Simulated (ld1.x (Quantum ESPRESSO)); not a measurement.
# What one change does to a pseudopotential (Pb (Z = 82), ultrasoft)

* Element: lead
* Generator: ld1.x (Quantum ESPRESSO) 7.5
* Type: ultrasoft
* Functional: PBE
* Relativity: scalar-relativistic
* Frozen core: [Xe] 4f14
* Valence charge: 14
* Reference configuration: 5d10 6s2 6p1.5 (charge +0.5)
* Partial waves: 6s (bound): rcut 1.65, rcutus 2.00 bohr; 6s channel at 1.15 Ry: rcut 1.65, rcutus 2.00 bohr; 6p (bound): rcut 1.75, rcutus 2.15 bohr; 6p channel at 1.2 Ry: rcut 1.75, rcutus 2.15 bohr; 5d (bound): rcut 1.60, rcutus 2.20 bohr; 5d channel at -1.5 Ry: rcut 1.60, rcutus 2.20 bohr
* Local potential: all-electron potential smoothed inside 1.95 bohr (lloc = -2)
* Core correction: a·sin(br)/r model core, default radius (core density twice the valence density)
* Augmentation charge: PSQ, radius 1.75 bohr

Change: local potential all-electron potential smoothed inside 2.05 bohr (lloc = -1).

Cutoffs: the cutoffs (Ry, on a coarse ladder) from which the occupation-weighted sum of valence levels, in a spherical-Bessel basis at the reference potential, stays within 10 and 1 mRy of its value at 400 Ry; they do not see the model core or the augmentation charge, which bear on the density cutoff. Errors are all-electron minus pseudo energies relative to the spin-unpolarised reference configuration.

**Question.** Predict the effect on cutoff, ghosts and configuration errors.

**Answer.** The potential gets neither clearly harder nor softer (25 Ry and 40 Ry → 25 Ry and 40 Ry); the errors of the 7 common tests hardly move; the range in which the s phases agree narrows (upper end 4.7 → 2.7); the range in which the p phases agree narrows (upper end 3.4 → 2.1); neither file shows a bound ghost.

```tsv
quantity	base	changed
cutoff, loose	25 Ry	25 Ry
cutoff, tight	40 Ry	40 Ry
bound ghosts	none	none
error for 5d10 6s2 6p2, meV [ΔE -2.49 eV]	+1.0	+1.0
error for 5d10 6s2 6p1, meV [ΔE 4.08 eV]	-2.2	-2.2
error for 5d10 6s2 6p0, meV [ΔE 17.53 eV]	-13	-13
error for 5d9 6s2 6p2, meV [ΔE 24.67 eV]	-33	-32
error for 5d10 6s1 6p2, meV [ΔE 13.61 eV]	-7.3	-7.3
error for 5d10 6s2 6p2.3, meV [ΔE -3.29 eV]	+1.2	+1.2
error for 5d9 6s2 6p3, meV [ΔE 16.83 eV]	-30	-29
s: phases at 2.40 bohr within 0.05 rad from the reference energy up to (Ry; the scan ends near 5)	4.7	2.7
p: phases at 2.40 bohr within 0.05 rad from the reference energy up to (Ry; the scan ends near 5)	3.4	2.1
d: phases at 2.40 bohr within 0.05 rad from the reference energy up to (Ry; the scan ends near 5)	to the end of the scan	to the end of the scan
lowest overlap eigenvalue by channel	s 0.47, p 0.56, d 0.85	s 0.45, p 0.55, d 0.85
```
